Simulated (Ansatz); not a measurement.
Total energies of `[F][InH][CH2]I`.

```xyz
7

F    -0.4305    1.8850   -1.5867
In    0.4462    1.0772   -0.0283
C    -0.5258   -0.7821    0.3725
I     0.8136   -2.1682   -0.5947
H     1.7682    1.9657    0.5542
H    -1.4849   -0.8832   -0.1276
H    -0.5868   -1.0943    1.4107
```

Charge 0, multiplicity 1. Correlated methods include outer-core shells of I, In, which these sets cover unevenly. In, I: def2 effective core potential. All single points use the PBE0-D4/def2-TZVP geometry. It is one conformer, not always the lowest. Basis def2-TZVPP, Ansatz.

RPA on PBE orbitals: Hartree–Fock energy of these orbitals -624.93518 Eh, correlation -1.69608 Eh (frozen core).

| functional | energy without D4 (Eh) | D4 term (kJ/mol) |
| --- | --- | --- |
| revPBE | -627.72070 | -38.4 |
| BLYP | -627.54698 | -33.4 |
| B97M-V | -627.62744 | – |
| PBE0 | -627.54199 | -13.5 |
| B3LYP | -627.83983 | -26.0 |
| r2SCANh | -627.76498 | -3.9 |
| r2SCAN0 | -627.71795 | -4.3 |
| CAM-B3LYP | -627.61002 | -14.2 |
| B2PLYP | -627.20391 | – |
| PBE-QIDH | -627.16871 | – |

Question: Give the same for LDA (SPW92), PBE, r2SCAN, HSE06 (plane-wave form), BHLYP, LC-ωPBE, ωB97X-V, ωB97M-V. (Best estimate.)

Answer: Ansatz gave: 
| functional | energy without D4 (Eh) | D4 term (kJ/mol) |
| --- | --- | --- |
| LDA (SPW92) | -625.92770 | – |
| PBE | -627.51444 | -15.8 |
| r2SCAN | -627.79734 | -3.5 |
| HSE06 (plane-wave form) | -627.53260 | -12.9 |
| BHLYP | -627.48048 | -24.9 |
| LC-ωPBE | -627.66291 | – |
| ωB97X-V | -627.59723 | – |
| ωB97M-V | -627.55702 | – |

B3LYP takes the VWN-RPA correlation (the form of Gaussian; ORCA's B3LYP/G). HSE06 is the plane-wave form, built on full-range PBE exchange. The double hybrids freeze the cores in their second-order part.

LC-ωPBE has ω = 0.4 bohr⁻¹.
